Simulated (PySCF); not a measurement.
Al(H)(OMe)(SeH) (CH₅AlOSe), SMILES [SeH][AlH][O]C.

Geometry: PBE-D3(BJ)/def2-SVP. The values are those of a single conformer.

Level of theory: TDA-PBE/def2-SVPD run with PySCF.

Vertical excitations.  State labels are in the subgroup Cs.

Computed UV-visible absorptions:
| state | symmetry | energy (eV) | λ (nm) | f | main pairs |
|---|---|---|---|---|---|
| S1 | A' | 5.11 | 243 | 0.055 | HOMO→LUMO 88 % |
| S2 | A" | 5.11 | 243 | 0.048 | HOMO→LUMO+1 97 % |
| S3 | A" | 5.29 | 235 | 0.002 | HOMO−1→LUMO 77 %, HOMO→LUMO+2 22 % |
| S4 | A" | 5.35 | 232 | 0.001 | HOMO→LUMO+2 75 %, HOMO−1→LUMO 22 % |
| S5 | A' | 5.65 | 219 | 0.017 | HOMO−1→LUMO+1 74 %, HOMO−2→LUMO 17 % |
| S6 | A" | 5.78 | 215 | 0.017 | HOMO−2→LUMO+1 94 % |
| S7 | A' | 5.84 | 212 | 0.042 | HOMO−2→LUMO 66 %, HOMO−1→LUMO+2 16 % |
| S8 | A" | 6.00 | 207 | 0.011 | HOMO−2→LUMO+2 88 % |
| S9 | A' | 6.06 | 205 | 0.131 | HOMO−1→LUMO+2 64 %, HOMO−1→LUMO+1 12 %, HOMO−2→LUMO 10 % |
| S10 | A" | 6.09 | 204 | 0.000 | HOMO−3→LUMO 93 % |
| T1 | A' | 4.39 | 282 | 0 | HOMO→LUMO 98 % |
| T2 | A" | 4.80 | 258 | 0 | HOMO→LUMO+1 98 % |
| T3 | A" | 4.94 | 251 | 0 | HOMO→LUMO+2 86 % |
| T4 | A' | 5.07 | 244 | 0 | HOMO−2→LUMO 97 % |
Triplets are in the Tamm–Dancoff approximation.
